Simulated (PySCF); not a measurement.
**Electron correlation in Dy²⁺ (dysprosium, charge +2)**

[Xe] 4f10, one real determinant. Computed with PySCF 2.14 in ANO-RCC-VTZP (8s7p5d3f2g1h, 104 functions), with the spin-free X2C one-electron Hamiltonian (Gaussian nucleus). Frozen: [Ar] 3d10; 36 electrons correlated.

MP2 pair energies summed by pair of shells (mhartree):

```csv
pair,energy,share (%)
4f-4f,-368.73,24.0
4d-4f,-303.65,19.8
4f-5p,-256.52,16.7
5p-5p,-128.87,8.4
4d-4d,-97.01,6.3
4d-5p,-71.00,4.6
4p-4f,-67.93,4.4
4f-5s,-57.96,3.8
4p-4d,-56.31,3.7
5s-5p,-35.41,2.3
4d-5s,-24.28,1.6
4p-4p,-13.77,0.9
4s-4f,-12.64,0.8
4s-4d,-10.67,0.7
4p-5p,-8.79,0.6
5s-5s,-6.53,0.4
4s-4p,-6.51,0.4
4p-5s,-4.44,0.3
4s-5p,-1.12,0.1
4s-4s,-1.10,0.1
4s-5s,-0.40,0.0
```

Total MP2 correlation energy: -1533.6 mhartree.

Same-spin part -588.67 and opposite-spin part -944.98 mhartree; SCS-MP2 scales them by 1/3 and 6/5 to -1330.2 mhartree.

The reference is one real determinant that mixes LS terms of this configuration.
